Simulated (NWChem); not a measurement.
Molecule: GeH2SO, singlet; SMILES [SH][Ge][OH]

```xyz
5

Ge    -0.4421    -0.5514     0.0000
O      1.1604    -1.3295     0.0000
H      1.9365    -0.7554     0.0000
S      0.2670     1.6048     0.0000
H     -0.9852     2.1116     0.0000
```
Atoms are numbered in this order, from 1.

Low-valent species are run as closed-shell singlets; no triplet was tried in these runs. Structure relaxed at the PBE0/def2-SVP level.

Q: Give the principal values of the shielding tensors (ppm) of Ge1, O2, S4 from PBE0/pcSseg-1, GIAO (NWChem), with their diamagnetic and paramagnetic parts as GIAO splits them.

A: 
```tsv
atom	σ11	σ22	σ33	isotropic	diamagnetic	paramagnetic
Ge1	14.6	1176.3	1239.3	810.1	2755.0	-1944.9
O2	-147.8	152.0	289.8	98.0	394.1	-296.1
S4	-215.9	526.4	704.4	338.3	1056.9	-718.6
```
